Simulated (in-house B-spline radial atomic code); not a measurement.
## Ionising Ba+ with different functionals

Computed with a B-spline radial code for spherical atoms: four-component Dirac-Coulomb Hamiltonian, Fermi nucleus of rms radius 4.8378 fm, spin-restricted, spherical fractional occupations for the functionals. The ionisation energy is the difference of two self-consistent energies, [Xe] 6s1 → [Kr] 4d10 5s2 5p6, without Breit or QED terms; ε is the level of the shell that loses the electron (mean over j).

Hybrids are left out here: with spherical fractional occupations of an open shell their exact exchange keeps a self-interaction that integer-occupation calculations don't have.

```
           method  rung  ΔSCF (eV)  -ε(6s) (eV)
         LDA VWN5   LDA      10.16         7.82
 relativistic LDA   LDA      10.15         7.81
         LDA PW92   LDA          ?            ?
LDA exchange-only   LDA       9.34         6.98
              PBE   GGA       9.98         7.58
           PBEsol   GGA       9.89         7.59
             BLYP   GGA      10.06         7.58
             RPBE   GGA          ?            ?
             PW91   GGA      10.02         7.60
             BP86   GGA      10.02         7.77
             AM05   GGA       9.86         7.54
             OLYP   GGA       9.89         7.22
```

Task: What does RPBE give?

Result: ΔSCF 9.95 eV, and -ε(6s) = 7.46 eV.

Task: What does LDA PW92 give?

Result: ΔSCF 10.16 eV, and -ε(6s) = 7.82 eV.

Task: How do they compare with the NIST value?

Result: NIST lists 10.004 eV (measured, ground level to ground level). Errors run from -0.66 to +0.16 eV; PW91 is closest (+0.01 eV), but part of that can be cancellation, since the calculations leave out Breit-QED terms, spin polarisation.
